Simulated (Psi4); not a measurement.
silicon monoxide (OSi), singlet, at a GFN2-xTB geometry; Psi4 1.11 with REVPBE/aug-cc-pVDZ.

Here is a job for Psi4.
```
memory 2 GB

molecule {
0 1
  Si   -0.00000000   -0.00000000   -0.54858264
  O     0.00000000    0.00000000    0.96001962
}

set basis aug-cc-pvdz

energy('revpbe')
print_variables()
```

Output, abridged:

```
   => Loading Basis Set <=

    Name: AUG-CC-PVDZ
    Role: ORBITAL
    Keyword: BASIS

         ---------------------------------------------------------
                                   SCF
               by Justin Turney, Rob Parrish, Andy Simmonett
                          and Daniel G. A. Smith
                              RKS Reference
         ---------------------------------------------------------

  ==> Geometry <==

    Molecular point group: c2v
    Full point group: C_inf_v

    Geometry (in Angstrom), charge = 0, multiplicity = 1:

       Center              X                  Y                   Z               Mass
    ------------   -----------------  -----------------  -----------------  -----------------
         SI           0.000000000000     0.000000000000    -0.548759472203    27.976926534650
         O            0.000000000000     0.000000000000     0.959842787797    15.994914619570

  Running in c2v symmetry.

  Rotational constants: A = ************  B =      0.72785  C =      0.72785 [cm^-1]
  Rotational constants: A = ************  B =  21820.28472  C =  21820.28472 [MHz]
  Nuclear repulsion =   39.286596054177998

  Charge       = 0
  Multiplicity = 1
  Electrons    = 22
  Nalpha       = 11
  Nbeta        = 11

  ==> Algorithm <==

  SCF Algorithm Type is DF.
  DIIS enabled.
  MOM disabled.
  Fractional occupation disabled.
  Guess Type is SAD.
  Energy threshold   = 1.00e-06
  Density threshold  = 1.00e-06
  Integral threshold = 1.00e-12

  ==> Primary Basis <==

  Basis Set: AUG-CC-PVDZ
    Blend: AUG-CC-PVDZ
    Number of shells: 20
    Number of basis functions: 50
    Number of Cartesian functions: 54
    Spherical Harmonics?: true
    Max angular momentum: 2

  ==> DFT Potential <==

   => LibXC <=

    Version 7.1.2
    S. Lehtola, C. Steigemann, M. J. T. Oliveira, and M. A. L. Marques,  SoftwareX 7, 1–5 (2018) (10.1016/j.softx.2017.11.002)

   => Composite Functional: REVPBE <=

    revPBE GGA Exchange-Correlation Functional

    Y. Zhang and W. Yang, Phys. Rev. Lett. 80, 890, 1998

    Deriv               =              1
    GGA                 =           TRUE
    Meta                =          FALSE

    Exchange Hybrid     =          FALSE
    MP2 Hybrid          =          FALSE

   => Exchange Functionals <=

    1.0000   XC_GGA_X_PBE_R

   => Correlation Functionals <=

    1.0000     XC_GGA_C_PBE

   => LibXC Density Thresholds  <==

    XC_GGA_C_PBE:  1.00E-12
    XC_GGA_X_PBE_R:  1.00E-15

   => Molecular Quadrature <=

    Radial Scheme          =       TREUTLER
    Pruning Scheme         =           NONE
    Nuclear Scheme         =       TREUTLER

    Blocking Scheme        =         OCTREE
    BS radius alpha        =              1
    Pruning alpha          =              1
    Radial Points          =             75
    Spherical Points       =            302
    Total Points           =          44328
    Total Blocks           =            415
    Max Points             =            254
    Max Functions          =             50
    Weights Tolerance      =       1.00E-15

   => Loading Basis Set <=

    Name: (AUG-CC-PVDZ AUX)
    Role: JKFIT
    Keyword: DF_BASIS_SCF

  ==> Integral Setup <==

  SCF_SUBTYPE=INCORE selected. In-core MEM_DF algorithm will be used.
  Using in-core AOs.

  ==> MemDFJK: Density-Fitted J/K Matrices <==

    J tasked:                   Yes
    K tasked:                    No
    wK tasked:                   No
    Algorithm:                 Core
    Schwarz Cutoff:           1E-12
    Mask sparsity (%):       0.0000
    Fitting Condition:        1E-10

   => Auxiliary Basis Set <=

  Basis Set: (AUG-CC-PVDZ AUX)
    Blend: AUG-CC-PVDZ-JKFIT
    Number of shells: 68
    Number of basis functions: 214
    Number of Cartesian functions: 251
    Spherical Harmonics?: true
    Max angular momentum: 3

  Minimum eigenvalue in the overlap matrix is 1.5210968394E-03.
  Reciprocal condition number of the overlap matrix is 3.7067099240E-04.
    Using symmetric orthogonalization.

  ==> Pre-Iterations <==

  SCF Guess: Superposition of Atomic Densities via on-the-fly atomic UHF (no occupation information).

   -------------------------
    Irrep   Nso     Nmo
   -------------------------
     A1        24      24
     A2         4       4
     B1        11      11
     B2        11      11
   -------------------------
    Total      50      50
   -------------------------

  ==> Iterations <==

                           Total Energy        Delta E     RMS |[F,P]|

   @DF-RKS iter SAD:  -364.18110342559754   -3.64181e+02   0.00000e+00
   @DF-RKS iter   1:  -364.25955172683700   -7.84483e-02   3.25347e-02 DIIS/ADIIS
   @DF-RKS iter   2:  -357.58546385721775    6.67409e+00   8.90552e-02 DIIS/ADIIS
   @DF-RKS iter   3:  -363.92530291185858   -6.33984e+00   4.41328e-02 DIIS/ADIIS
   @DF-RKS iter   4:  -364.62602200384970   -7.00719e-01   7.91291e-03 DIIS/ADIIS
   @DF-RKS iter   5:  -364.64522921633039   -1.92072e-02   2.01299e-03 DIIS/ADIIS
   @DF-RKS iter   6:  -364.64684857385515   -1.61936e-03   2.80416e-04 DIIS/ADIIS
   @DF-RKS iter   7:  -364.64687498764704   -2.64138e-05   3.47578e-05 DIIS
   @DF-RKS iter   8:  -364.64687553205027   -5.44403e-07   5.49575e-06 DIIS
   @DF-RKS iter   9:  -364.64687554906703   -1.70168e-08   8.47759e-07 DIIS
  Energy and wave function converged.

  ==> Post-Iterations <==

   Electrons on quadrature grid:
      Ntotal   =   22.0000030440 ; deviation = 3.044e-06

    Orbital Energies [Eh]
    ---------------------

    Doubly Occupied:

[...]
    Virtual:

[...]
    Final Occupation by Irrep:
             A1    A2    B1    B2
    DOCC [     7,    0,    2,    2 ]
    NA   [     7,    0,    2,    2 ]
    NB   [     7,    0,    2,    2 ]

  @DF-RKS Final Energy:  -364.64687554906703

   => Energetics <=

    Nuclear Repulsion Energy =             39.2865960541779984
    One-Electron Energy =                -582.7941324403983572
    Two-Electron Energy =                 208.2136076351003737
    DFT Exchange-Correlation Energy =     -29.3529467979470056
    Empirical Dispersion Energy =           0.0000000000000000
    VV10 Nonlocal Energy =                  0.0000000000000000
    Total Energy =                       -364.6468755490670333

Computation Completed

Properties will be evaluated at   0.000000,   0.000000,   0.000000 [a0]

Properties computed using the SCF density matrix

 Multipole Moments:

 ------------------------------------------------------------------------------------
     Multipole            Electronic (a.u.)      Nuclear  (a.u.)        Total (a.u.)
 ------------------------------------------------------------------------------------

 L = 1.  Multiply by 2.5417464519 to convert [e a0] to [Debye]
 Dipole X            :          0.0000000            0.0000000            0.0000000
 Dipole Y            :          0.0000000            0.0000000            0.0000000
 Dipole Z            :         -1.0672893           -0.0073516           -1.0746409
 Magnitude           :                                                    1.0746409

 ------------------------------------------------------------------------------------

  Variable Map:
  ----------------------------------------------------------------------------
[...]
  Array Variable Map:
  ----------------------------------------------------------------------------
[...]
[...]
```
